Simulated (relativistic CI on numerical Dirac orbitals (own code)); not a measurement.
A reference radial Dirac CI calculation of Ti3+ gave the lowest total energy -850.75330 Ha in 32 SCF steps, from this input:

```
atom Ti  Z=22  charge=3  electrons=19
nucleus A=48  rms_radius_fm=3.5921
hamiltonian dirac-coulomb  breit=on  qed=on  c_scale=1
orbitals kli  potential=per-configuration
slater_scale 1
correlation none
mixing on
grid step=0.0125 r_max=37.3
scf mixing=0.4 start=green max_iterations=150 tolerance=2e-08 node_fill=0.05
configurations
  [Ar] 3d
  [Ar] 4s
  [Ar] 4p
end
```

One setting was then changed, and the output read:

```
SCF 1: [Ar] 3d
 iter      energy (Ha)   residual   last orbital (Ha)
    1      -845.614638   1.62e+00     -2.87884
    2      -850.184855   6.96e-01     -1.98689
    3      -851.179247   4.19e-02     -1.54087
    4      -851.190335   3.25e-02     -1.59432
    5      -851.192650   3.88e-03     -1.58026
    6      -851.192660   1.14e-04     -1.57405
    7      -851.192662   7.09e-05     -1.57393
    8      -851.192664   2.70e-06     -1.57382
    9      -851.192664   1.43e-06     -1.57382
   10      -851.192664   1.47e-08     -1.57382
SCF 2: [Ar] 4s
 iter      energy (Ha)   residual   last orbital (Ha)
    1      -846.273166   1.53e+00     -1.52547
    2      -849.914222   6.81e-01     -1.32769
    3      -850.828114   3.84e-02     -1.20033
    4      -850.834831   2.96e-02     -1.20085
    5      -850.836498   4.91e-03     -1.19536
    6      -850.836566   1.24e-04     -1.19241
    7      -850.836568   5.02e-05     -1.19241
    8      -850.836569   2.88e-06     -1.19239
    9      -850.836568   4.88e-07     -1.19239
   10      -850.836568   2.37e-08     -1.19239
   11      -850.836568   2.16e-10     -1.19239
SCF 3: [Ar] 4p
 iter      energy (Ha)   residual   last orbital (Ha)
    1      -846.063643   1.54e+00     -1.27240
    2      -849.705759   6.79e-01     -1.09520
    3      -850.613861   4.15e-02     -0.98603
    4      -850.621423   2.55e-02     -0.98366
    5      -850.622786   3.89e-03     -0.97912
    6      -850.622840   1.44e-04     -0.97695
    7      -850.622842   6.63e-05     -0.97694
    8      -850.622843   1.21e-06     -0.97693
    9      -850.622843   8.88e-07     -0.97693
   10      -850.622843   3.91e-08     -0.97693
   11      -850.622843   1.20e-09     -0.97693
orbital energies (Ha): 2s -21.3852  2p1/2 -18.1202  2p3/2 -17.9081  3s -3.7956  3p1/2 -2.9255  3p3/2 -2.9007  3d3/2 -1.5762  3d5/2 -1.5738
configuration averages (Ha): Dirac-Coulomb, Breit, QED
  3d                            -851.192664    0.264914    0.175574
  4s                            -850.836568    0.265543    0.175822
  4p                            -850.622843    0.265536    0.175652
levels: no., configuration, term, J, E (cm-1), weight
   1 3d                     2D   3/2              0.0  1.00
   2 3d                     2D   5/2            347.8  1.00
   3 4s                     2S   1/2          78554.1  1.00
   4 4p                     2P*  1/2         124912.4  1.00
   5 4p                     2P*  3/2         125676.6  1.00
lowest total energy -850.753126 Ha
end: converged
```

**Question.** Which setting was changed?
A. speed of light
B. SCF mixing
C. grid step
D. start potential

**Answer.** C. The grid step 0.04.
